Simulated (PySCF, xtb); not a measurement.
(3Z)-hexa-1,3-dien-5-yne (C6H6), SMILES C#C/C=C\C=C.

xtb 6.7.1 with GFN2-xTB at its own geometry gives an orbital gap of 3.09 eV and a dipole moment of 0.23 D.

The structure is a stationary point at B3LYP-D3(BJ)/def2-SVP. One conformer was computed; it need not be the lowest.

Q: What does PBE/def2-TZVP run with PySCF give? (An estimate is asked for; the answer gives what the named calculation found.)

A: gap 3.18 eV (levels -5.64 and -2.46 eV), dipole 0.51 D.
